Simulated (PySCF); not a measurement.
Ga(OH)(OMe)(NH2) (CH6GaNO2), SMILES C[O][Ga]([NH2])[OH].

The structure is a stationary point at PBE0-D3(BJ)/def2-SVP. The structure was generated by enumeration; whether it is a known compound was not checked. One conformer was computed; it need not be the lowest.

All values below come from PBE0-D3(BJ)/def2-SVP (PySCF 2.14.0).

Frequencies are harmonic and unscaled.

A small imaginary wavenumber (i) marks a very flat motion, where grid noise or a shallow saddle decides the sign.

Q: Estimate the vibrational spectrum. (The exact figures need the calculation; the answer reports its results.)

A: 
```json
[
 {"mode": "1", "ν (cm⁻¹)": "27i", "IR (km/mol)": "0.0", "Raman (Å⁴/amu)": "0.0", "depolarisation": "–", "moving atoms (share of kinetic energy)": "H 97 %"},
 {"mode": "2", "ν (cm⁻¹)": "83", "IR (km/mol)": "5.3", "Raman (Å⁴/amu)": "0.1", "depolarisation": "0.17", "moving atoms (share of kinetic energy)": "O 45 %, H 25 %, C 18 %, Ga 8 %"},
 {"mode": "3", "ν (cm⁻¹)": "102", "IR (km/mol)": "14.4", "Raman (Å⁴/amu)": "1.0", "depolarisation": "0.56", "moving atoms (share of kinetic energy)": "H 28 %, C 27 %, N 26 %, O 11 %, Ga 9 %"},
 {"mode": "4", "ν (cm⁻¹)": "117", "IR (km/mol)": "132.8", "Raman (Å⁴/amu)": "0.8", "depolarisation": "0.51", "moving atoms (share of kinetic energy)": "H 54 %, N 26 %, O 11 %"},
 {"mode": "5", "ν (cm⁻¹)": "175", "IR (km/mol)": "15.0", "Raman (Å⁴/amu)": "1.3", "depolarisation": "0.73", "moving atoms (share of kinetic energy)": "O 44 %, N 21 %, H 20 %, Ga 14 %"},
 {"mode": "6", "ν (cm⁻¹)": "219", "IR (km/mol)": "3.0", "Raman (Å⁴/amu)": "0.2", "depolarisation": "0.75", "moving atoms (share of kinetic energy)": "O 35 %, Ga 32 %, H 29 %"},
 {"mode": "7", "ν (cm⁻¹)": "241", "IR (km/mol)": "126.2", "Raman (Å⁴/amu)": "0.5", "depolarisation": "0.70", "moving atoms (share of kinetic energy)": "H 96 %"},
 {"mode": "8", "ν (cm⁻¹)": "262", "IR (km/mol)": "11.7", "Raman (Å⁴/amu)": "0.9", "depolarisation": "0.36", "moving atoms (share of kinetic energy)": "O 43 %, C 24 %, H 17 %, Ga 14 %"},
 {"mode": "9", "ν (cm⁻¹)": "336", "IR (km/mol)": "25.5", "Raman (Å⁴/amu)": "0.4", "depolarisation": "0.75", "moving atoms (share of kinetic energy)": "H 93 %"},
 {"mode": "10", "ν (cm⁻¹)": "621", "IR (km/mol)": "21.7", "Raman (Å⁴/amu)": "14.7", "depolarisation": "0.10", "moving atoms (share of kinetic energy)": "O 63 %, C 11 %, N 9 %, H 8 %, Ga 8 %"},
 {"mode": "11", "ν (cm⁻¹)": "705", "IR (km/mol)": "25.3", "Raman (Å⁴/amu)": "7.0", "depolarisation": "0.20", "moving atoms (share of kinetic energy)": "O 42 %, N 27 %, H 17 %, Ga 12 %"},
 {"mode": "12", "ν (cm⁻¹)": "716", "IR (km/mol)": "120.8", "Raman (Å⁴/amu)": "2.0", "depolarisation": "0.49", "moving atoms (share of kinetic energy)": "H 73 %, N 20 %"},
 {"mode": "13", "ν (cm⁻¹)": "749", "IR (km/mol)": "120.4", "Raman (Å⁴/amu)": "2.3", "depolarisation": "0.73", "moving atoms (share of kinetic energy)": "O 36 %, N 30 %, Ga 27 %"},
 {"mode": "14", "ν (cm⁻¹)": "821", "IR (km/mol)": "68.7", "Raman (Å⁴/amu)": "0.9", "depolarisation": "0.72", "moving atoms (share of kinetic energy)": "H 87 %"},
 {"mode": "15", "ν (cm⁻¹)": "1169", "IR (km/mol)": "139.8", "Raman (Å⁴/amu)": "2.3", "depolarisation": "0.72", "moving atoms (share of kinetic energy)": "C 35 %, O 34 %, H 31 %"},
 {"mode": "16", "ν (cm⁻¹)": "1179", "IR (km/mol)": "0.2", "Raman (Å⁴/amu)": "2.6", "depolarisation": "0.75", "moving atoms (share of kinetic energy)": "H 76 %, C 19 %"},
 {"mode": "17", "ν (cm⁻¹)": "1211", "IR (km/mol)": "91.3", "Raman (Å⁴/amu)": "1.4", "depolarisation": "0.10", "moving atoms (share of kinetic energy)": "H 47 %, O 27 %, C 26 %"},
 {"mode": "18", "ν (cm⁻¹)": "1471", "IR (km/mol)": "1.2", "Raman (Å⁴/amu)": "15.8", "depolarisation": "0.71", "moving atoms (share of kinetic energy)": "H 95 %"},
 {"mode": "19", "ν (cm⁻¹)": "1476", "IR (km/mol)": "3.0", "Raman (Å⁴/amu)": "22.0", "depolarisation": "0.75", "moving atoms (share of kinetic energy)": "H 97 %"},
 {"mode": "20", "ν (cm⁻¹)": "1481", "IR (km/mol)": "29.2", "Raman (Å⁴/amu)": "11.6", "depolarisation": "0.68", "moving atoms (share of kinetic energy)": "H 89 %, C 10 %"},
 {"mode": "21", "ν (cm⁻¹)": "1519", "IR (km/mol)": "31.6", "Raman (Å⁴/amu)": "2.9", "depolarisation": "0.73", "moving atoms (share of kinetic energy)": "H 90 %, N 10 %"},
 {"mode": "22", "ν (cm⁻¹)": "2980", "IR (km/mol)": "92.5", "Raman (Å⁴/amu)": "137.7", "depolarisation": "0.02", "moving atoms (share of kinetic energy)": "H 97 %"},
 {"mode": "23", "ν (cm⁻¹)": "3044", "IR (km/mol)": "62.3", "Raman (Å⁴/amu)": "75.2", "depolarisation": "0.75", "moving atoms (share of kinetic energy)": "H 90 %, C 10 %"},
 {"mode": "24", "ν (cm⁻¹)": "3098", "IR (km/mol)": "40.5", "Raman (Å⁴/amu)": "138.5", "depolarisation": "0.54", "moving atoms (share of kinetic energy)": "H 91 %, C 9 %"},
 {"mode": "25", "ν (cm⁻¹)": "3633", "IR (km/mol)": "25.6", "Raman (Å⁴/amu)": "135.9", "depolarisation": "0.10", "moving atoms (share of kinetic energy)": "H 96 %"},
 {"mode": "26", "ν (cm⁻¹)": "3741", "IR (km/mol)": "35.5", "Raman (Å⁴/amu)": "81.1", "depolarisation": "0.74", "moving atoms (share of kinetic energy)": "H 91 %, N 9 %"},
 {"mode": "27", "ν (cm⁻¹)": "3929", "IR (km/mol)": "65.5", "Raman (Å⁴/amu)": "104.7", "depolarisation": "0.26", "moving atoms (share of kinetic energy)": "H 94 %"}
]
```
